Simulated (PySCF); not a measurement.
C2H3O, SMILES C(=O)[CH2], multiplicity 2.

Coordinates come from a PBE-D3(BJ)/def2-TZVP optimisation. The isomer is the one that the SMILES or the coordinates give; other isomers of the formula were not compared.

Computed with TDA-CAM-B3LYP/def2-SVPD in PySCF 2.14.0.

Vertical excitations. Isolated molecule, no solvent.

Computed UV-visible absorptions:
```json
[
 {"state": "root 1", "energy (eV)": "1.50", "λ (nm)": "828", "f": "0.000", "main pairs": "β HOMO→LUMO 95 %"},
 {"state": "root 2", "energy (eV)": "4.81", "λ (nm)": "258", "f": "0.012", "main pairs": "α HOMO→LUMO 27 %, β HOMO−1→LUMO 66 %"},
 {"state": "root 3", "energy (eV)": "5.37", "λ (nm)": "231", "f": "0.000", "main pairs": "α HOMO−1→LUMO 92 %"},
 {"state": "root 4", "energy (eV)": "5.51", "λ (nm)": "225", "f": "0.001", "main pairs": "β HOMO−2→LUMO 96 %"},
 {"state": "root 5", "energy (eV)": "6.13", "λ (nm)": "202", "f": "0.001", "main pairs": "α HOMO−1→LUMO 6 %, β HOMO→LUMO+2 52 %, β HOMO−3→LUMO 34 %"},
 {"state": "root 6", "energy (eV)": "6.58", "λ (nm)": "188", "f": "0.002", "main pairs": "β HOMO−3→LUMO 59 %, β HOMO→LUMO+2 30 %"},
 {"state": "root 7", "energy (eV)": "6.79", "λ (nm)": "183", "f": "0.246", "main pairs": "α HOMO→LUMO 65 %, β HOMO−1→LUMO 18 %"},
 {"state": "root 8", "energy (eV)": "7.32", "λ (nm)": "169", "f": "0.019", "main pairs": "α HOMO→LUMO+1 94 %"},
 {"state": "root 9", "energy (eV)": "7.50", "λ (nm)": "165", "f": "0.014", "main pairs": "α HOMO−1→LUMO+1 11 %, β HOMO→LUMO+1 56 %, β HOMO→LUMO+3 23 %"},
 {"state": "root 10", "energy (eV)": "7.79", "λ (nm)": "159", "f": "0.000", "main pairs": "β HOMO−4→LUMO 80 %"}
]
```
Unrestricted roots are not spin-pure.
